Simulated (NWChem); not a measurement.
Program: NWChem. System: thiourea (CH4N2S), charge 0, spin multiplicity 1, at a geometry optimised with B3LYP/def2-SVP. Level: EOM-CCSD/6-31+G* (spherical d), 8 core orbitals frozen.

Part of the output:

```
             Northwest Computational Chemistry Package (NWChem) 7.3.0
             --------------------------------------------------------

                                NWChem Input Module
                                -------------------

 Scaling coordinates for geometry "geometry" by  1.889725989
 (inverse scale =  0.529177249)

 Turning off AUTOSYM since
 SYMMETRY directive was detected!

                             Geometry "geometry" -> ""
                             -------------------------

 Output coordinates in angstroms (scale by  1.889725989 to convert to a.u.)

  No.       Tag          Charge          X              Y              Z
 ---- ---------------- ---------- -------------- -------------- --------------
    1 N                    7.0000    -1.09651600    -0.35160800    -1.04876900
    2 C                    6.0000     0.00000000     0.00000000    -0.31534600
    3 N                    7.0000     1.09651600     0.35160800    -1.04876900
    4 S                   16.0000     0.00000000     0.00000000     1.35340800
    5 H                    1.0000    -1.18955100    -0.05457100    -2.01466400
    6 H                    1.0000    -1.95243000    -0.48551400    -0.52517500
    7 H                    1.0000     1.18955100     0.05457100    -2.01466400
    8 H                    1.0000     1.95243000     0.48551400    -0.52517500

 Effective nuclear repulsion energy (a.u.)     156.9925954962

            Nuclear Dipole moment (a.u.)
            ----------------------------
        X                 Y               Z
 ---------------- ---------------- ----------------
     0.0000000000     0.0000000000     0.0000151178

      Symmetry information
      --------------------

 Group name             C2
 Group number              4
 Group order               2
 No. of unique centers     5

      Symmetry unique atoms

     1    2    4    5    6


 Summary of "ao basis" -> "" (spherical)
 ------------------------------------------------------------------------------
       Tag                 Description            Shells   Functions and Types
 ---------------- ------------------------------  ------  ---------------------
 *                          6-31+g*                   on all atoms

 Summary of "ao basis" -> "ao basis" (spherical)
 ------------------------------------------------------------------------------
       Tag                 Description            Shells   Functions and Types
[...]
 Excited-state calculation ( b   symmetry)
 =========================================
 Dim. of EOMCC iter. space      500

 EOMCCSD SOLVER TYPE  1
  maxdiff =   0.38121675588390030

 No. of initial right vectors    2

 EOM-CCSD right-hand side iterations
 --------------------------------------------------------------
      Residuum       Omega / hartree  Omega / eV    Cpu    Wall
 --------------------------------------------------------------

 Iteration   1 using    2 trial vectors
   0.4615663631210   0.2978232749505    8.10419
   0.4572651925134   0.3027351627530    8.23785     2.0     2.0

 Iteration   2 using    4 trial vectors
   0.0934673964363   0.2010821592674    5.47173
   0.0949260213583   0.2073907261731    5.64339     1.6     1.6

 Iteration   3 using    6 trial vectors
   0.0577921990998   0.1947366925831    5.29906
   0.0578729092443   0.2010034427051    5.46958     1.7     1.7

 Iteration   4 using    8 trial vectors
   0.0293221994177   0.1920054908614    5.22474
   0.0298261582776   0.1983502770151    5.39739     1.7     1.7

 Iteration   5 using   10 trial vectors
   0.0150137029159   0.1905532054897    5.18522
   0.0160840203701   0.1968841503822    5.35749     1.6     1.6

 Iteration   6 using   12 trial vectors
   0.0099782365272   0.1901573615600    5.17445
   0.0107178192842   0.1964197637186    5.34486     1.5     1.5

 Iteration   7 using   14 trial vectors
   0.0084748090984   0.1900586577324    5.17176
   0.0091836852092   0.1963232153154    5.34223     1.6     1.6

 Iteration   8 using   16 trial vectors
   0.0044808175063   0.1899619294720    5.16913
   0.0047948100666   0.1962100116409    5.33915     1.6     1.6

 Iteration   9 using   18 trial vectors
   0.0019858818918   0.1899744549993    5.16947
   0.0021167757340   0.1962161175231    5.33931     1.6     1.6

 Iteration  10 using   20 trial vectors
   0.0010264655124   0.1899737301981    5.16945
   0.0010740463063   0.1962201752805    5.33942     1.5     1.5

 Iteration  11 using   22 trial vectors
   0.0006888044295   0.1899703626847    5.16936
   0.0007538608192   0.1962156987390    5.33930     1.6     1.6

 Iteration  12 using   24 trial vectors
   0.0004516030520   0.1899732722304    5.16944
   0.0005231243723   0.1962183448862    5.33938     1.6     1.6

 Iteration  13 using   26 trial vectors
   0.0002438472859   0.1899717976551    5.16940
   0.0003022045882   0.1962173889790    5.33935     1.8     1.8

 Iteration  14 using   28 trial vectors
   0.0001312560923   0.1899715135215    5.16939
   0.0001640298041   0.1962166682890    5.33933     1.8     1.8

 Iteration  15 using   30 trial vectors
   0.0000693017217   0.1899722436000    5.16941
   0.0000855446444   0.1962176172370    5.33936     1.6     1.6

 Iteration  16 using   32 trial vectors
   0.0000352621373   0.1899722484332    5.16941
   0.0000385864093   0.1962177650723    5.33936     2.0     2.0

 Iteration  17 using   34 trial vectors
   0.0000200963658   0.1899721346264    5.16941
   0.0000182628008   0.1962176311753    5.33936     2.1     2.1

 Iteration  18 using   36 trial vectors
   0.0000129964868   0.1899721417485    5.16941
   0.0000103069739   0.1962176288656    5.33936     2.3     2.3

 Iteration  19 using   38 trial vectors
   0.0000074136792   0.1899721376699    5.16941
   0.0000053874881   0.1962176195785    5.33936     1.7     1.7
 --------------------------------------------------------------
 Iterations converged
 ------------------

 Excited state root  1
 Excitation energy / hartree =        0.189972137669913
                   / eV      =        5.169407086099731
 largest EOMCCSD amplitudes: R1 and R2

 Singles contributions
    21a   (alpha) ---    19b   (alpha)       -0.1145188138
    21a   (alpha) ---    20b   (alpha)        0.8697661462
    25a   (alpha) ---    20b   (alpha)       -0.1733372792
    34a   (alpha) ---    20b   (alpha)        0.1340687125
    35a   (alpha) ---    20b   (alpha)       -0.1166216681

 Doubles contributions
 ------------------

 Excited state root  2
 Excitation energy / hartree =        0.196217619578451
                   / eV      =        5.339355368148349
 largest EOMCCSD amplitudes: R1 and R2

 Singles contributions
    21a   (alpha) ---    19b   (alpha)       -0.8713600036
    25a   (alpha) ---    19b   (alpha)        0.1660379108
    34a   (alpha) ---    19b   (alpha)       -0.1353226670
    35a   (alpha) ---    19b   (alpha)        0.1169767593

 Doubles contributions

 Task  times  cpu:       97.8s     wall:       97.8s

 Total times  cpu:       97.8s     wall:       97.8s
```

### Question
Write an NWChem input that would produce this output.

### Answer
This is not unique; one that fits is 
```
start mol
memory heap 100 mb stack 700 mb global 1900 mb
geometry units angstroms nocenter noautoz
  N     -1.096516    -0.351608    -1.048769
  C      0.000000     0.000000    -0.315346
  N      1.096516     0.351608    -1.048769
  S      0.000000     0.000000     1.353408
  H     -1.189551    -0.054571    -2.014664
  H     -1.952430    -0.485514    -0.525175
  H      1.189551     0.054571    -2.014664
  H      1.952430     0.485514    -0.525175
  symmetry group C2
end
basis spherical
  * library 6-31+g*
end
scf
  rhf
  nopen 0
  maxiter 100
  thresh 1e-7
  semidirect memsize 60000000 filesize 0
end
tce
  freeze core 8
  ccsd
  nroots 2
  2eorb
  2emet 13
  thresh 1e-5
  maxiter 200
  tilesize 24
end
task tce energy
```
